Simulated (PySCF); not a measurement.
# How the method changes the constants of GaSn⁺

State: ³Π (triplet), unpaired electrons σ ↑, π ↑. Set-up: basis Ga cc-pVDZ-PP with ECP10, Sn cc-pVDZ-PP with ECP28; scalar-relativistic core potentials; PySCF 2.14. De refers to Ga⁺ + Sn in their high-spin ground configurations, without counterpoise correction. The functionals are run spin-unrestricted. A positive dipole points towards Sn; it is taken about the centre of mass and depends on that origin.

| Level | Re (Å) | ωe (cm⁻¹) | De (eV) | μ (D) |
| --- | --- | --- | --- | --- |
| UHF | 3.269 | 87.1 | 0.67 | -3.83 |
| UHF-MP2 | 3.126 | 100 | 0.88 | n/a |
| UHF-SCS-MP2 | 3.162 | 96.2 | 0.81 | n/a |
| UHF-CCSD | 3.143 | 101 | 0.87 | n/a |
| UHF-CCSD(T) | 3.122 | 103 | 0.91 | n/a |
| PBE | 3.097 | 102 | 1.28 | -2.24 |
| revPBE | 3.141 | 96.5 | 1.19 | -2.37 |
| r²SCAN | 3.051 | 106 | 1.25 | -2.27 |
| PBE0 | 3.073 | 105 | 1.16 | -2.53 |
| r²SCAN0 | 3.051 | 107 | 1.16 | -2.55 |
| LC-ωPBE | 3.045 | 109 | 1.00 | -2.89 |
| B2PLYP | 3.119 | 100 | 1.03 | -2.94 |

The bond length runs from 3.045 Å (LC-ωPBE) to 3.269 Å (UHF). De spans 0.67 eV (UHF, mean field) to 1.28 eV (PBE, GGA). Correlation at CCSD(T) changes the Hartree–Fock bond energy by +0.24 eV; the triples alone change it by +0.04 eV.

Correlated steps freeze 8 core orbitals. Correlated levels converge slowly with the basis: in double zeta they bind strong bonds too weakly, by up to about 1 eV, and carry superposition errors of some tenths. These are scalar-relativistic numbers at best; spin–orbit coupling would shift them, the dissociation energy most. For an ion De counts to the pair picked by the measured ionisation energies or electron affinities, which need not be the lowest pair at this level. B2PLYP dipoles, levels and charges come from its SCF part alone. The state is the lowest determinant that a PBE0 search found; another state may lie lower at other levels.
